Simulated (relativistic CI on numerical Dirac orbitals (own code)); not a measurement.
# What each ingredient does to the levels of K²⁺

Base calculation: Dirac-Coulomb-Breit CI, KLI orbitals optimised for each configuration, QED by a radiative potential, valence Slater integrals scaled by 0.85, P86 correlation energy added to each configuration.

Configuration list (outside the closed core [Ne]): 3s2 3p5, 3s 3p6, 3s2 3p4 3d, 3s 3p5 3d, 3s2 3p4 4s, 3s2 3p4 4p, 3s2 3p4 4d, 3s2 3p4 5s, 3s2 3p4 5p, 3s2 3p4 4f, 3s2 3p4 5d, 3s2 3p4 5f, 3s2 3p4 5g, 3s 3p5 4s, 3s2 3p3 3d2, 3s2 3p2 3d3, 3s 3p3 3d3, 3s2 3p2 3d2 4s, 3s2 3p2 3d2 4p, 3s2 3p2 3d2 4d. Double excitations out of closed p, d and f shells are left out; levels of such configurations are missing from the list, as are those of other unlisted configurations, and high levels can miss mixing partners. These lack a partner that the ground configuration has and come out too high: 3s2 3p4 5s, 3s2 3p4 5p, 3s2 3p4 4f, 3s2 3p4 5d, 3s2 3p4 5f.

Variants: (1) Slater integrals left unscaled; (2) valence Slater integrals scaled by 0.75; (3) QED terms removed; (4) only the first 3 configurations. Shifts of the energy above 3s2 3p5 2P°_3/2, in cm⁻¹, for the lowest level and the first level of each name with at least 55 % of one term (blank where a level changes its place among those of its configuration and J or its character, or is not in the variant):

```tsv
Level	Base	Δ(1)	Δ(2)	Δ(3)	Δ(4)	Measured
3s2 3p5 2P°_3/2	0.0	0.0	0.0	0.0	0.0	0.0
3s2 3p5 2P°_1/2	2144.6	-8.2	+4.8	-5.6	+43.8	2165.4
3s 3p6 2S_1/2	145957.2	-5248.7	+3682.7	+66.5	-11600.2	130610.0
3s2 3p4 3d 4D_7/2	178470.5	-2091.7	+1567.5	-9.4	-9259.0	
3s2 3p4 3d 4D_5/2	178681.1	-2089.1	+1564.4	-9.6	-9258.5	
3s2 3p4 3d 4D_3/2	178900.2	-2095.1	+1568.8	-10.1	-9256.6	
3s2 3p4 3d 4D_1/2	179062.3	-2102.8	+1575.0	-10.5	-9254.6	
3s2 3p4 3d 4F_9/2	191029.2	+53.9	+124.1	-8.0	-9264.4	
3s2 3p4 3d 4F_7/2	191820.0	+41.0	+134.1	-10.0	-9259.4	
3s2 3p4 3d 4F_5/2	192386.3	+36.7	+137.2	-11.3	-9252.6	
3s2 3p4 3d 4F_3/2	192760.1	+38.2	+135.3	-12.1	-9246.6	
3s2 3p4 3d 2P_1/2	196802.6	+1359.9	-709.5	-7.6	-10622.5	183878.0
3s2 3p4 3d 2P_3/2	198163.4	+1374.0	-722.6	-10.8	-10620.0	185276.0
3s2 3p4 3d 4P_1/2	200143.2	+1861.5	-1042.6	-8.3	-10917.1
```

Correlation outside the listed configurations is missing or only estimated: errors of thousands of cm⁻¹ between configurations and terms are usual at this charge. Rates and lifetimes follow the computed energies and can be off by large factors. The fine structure of a lone outer electron comes out too small, for d and f at times inverted, and misplaced configurations move strength between like terms. 33 of the 38 excited levels that our extract of the measured tables holds in this range could be paired (the sources list more); they are missed by 10911 cm⁻¹ on average and 43588 at most, and levels without a partner can miss by more.

Measured levels: Sansonetti, J. Phys. Chem. Ref. Data 37, 7 (2008).

Ionisation energy from the two ground configurations alone: base 45.83 eV; Slater integrals left unscaled 45.66 eV; valence Slater integrals scaled by 0.75 45.94 eV. The NIST ASD value (semi-empirical) is 45.8031 eV.
